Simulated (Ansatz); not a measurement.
Compare A (`C[SiH]([AlH2])CF`) with its isomer B (`C[CH]([SiH3])[AlH][F]`).

Isolated molecules relaxed with PBE0-D4/def2-TZVP in Ansatz; ΔE leaves out vibrations. CBS: MP2 limit from def2 TZ/QZ plus the TZ coupled-cluster correction, frozen cores. DFT in def2-TZVPP. Each species was taken in one conformer, which may not be the lowest.

A:

Z-matrix (Å, degrees):
```
C
Si 1 1.880
H 1 1.092 2 111.0
H 1 1.092 2 109.9 3 119.9
H 1 1.092 2 111.3 3 -120.3
Al 2 2.465 1 114.7 3 60.4
C 2 1.903 1 109.2 3 -175.3
H 2 1.497 1 108.6 3 -59.7
H 6 1.592 2 121.3 1 145.3
H 6 1.591 2 120.5 1 -35.9
F 7 1.395 2 110.8 1 54.6
H 7 1.095 2 111.3 1 174.8
H 7 1.096 2 111.5 1 -65.1
```

B:

Z-matrix (Å, degrees):
```
C
C 1 1.538
H 1 1.093 2 112.2
H 1 1.093 2 111.3 3 119.6
H 1 1.095 2 111.8 3 -120.5
Si 2 1.872 1 111.3 3 175.5
Al 2 1.945 1 114.6 3 -58.6
H 2 1.101 1 110.7 3 59.7
H 6 1.490 2 111.4 1 -56.9
H 6 1.491 2 110.2 1 62.9
H 6 1.491 2 110.7 1 -177.9
F 7 1.653 2 117.7 1 -18.2
H 7 1.578 2 125.4 1 161.6
```

Question: Which is lower in electronic energy at CCSD(T)/CBS, and by how much? (Best estimate.)

Answer: Computed: B, by 264.8 kJ/mol.

Question: Give E(B) − E(A) in kJ/mol with B2PLYP, HF/def2-TZVPP, CCSD/def2-TZVPP, LDA (SPW92), CCSD(T)/def2-TZVPP, ωB97M-V, CCSD(T)/def2-SVP. (Best estimate.)

Answer: Ansatz gave: B2PLYP -260.9, HF/def2-TZVPP -254.3, CCSD/def2-TZVPP -261.3, LDA (SPW92) -241.1, CCSD(T)/def2-TZVPP -261.4, ωB97M-V -260.0, CCSD(T)/def2-SVP -266.5. None reverses the order clearly.

Question: Does the order hold for the free energy at 298.15 K (harmonic terms from PBE0-D4)? (Estimate.)

Answer: Ansatz gave: Yes: G(B) − G(A) = -263.2 kJ/mol, for one conformer each. Modes under 60 cm⁻¹, often nearly free rotors, make the harmonic entropy too high.

Largest T1 diagnostic: 0.012.

From r2SCAN to r2SCAN0 (25 % exact exchange), in def2-TZVPP and without D4, E(B) − E(A) moves by −3.6 kJ/mol. Leaving LDA and LC-ωPBE aside and taking each functional with its dispersion term where it has one, the values, not all of them listed here, spread over 26.3 kJ/mol, from B2PLYP to PBE-D4. LDA lies −8.6 kJ/mol from PBE without D4.
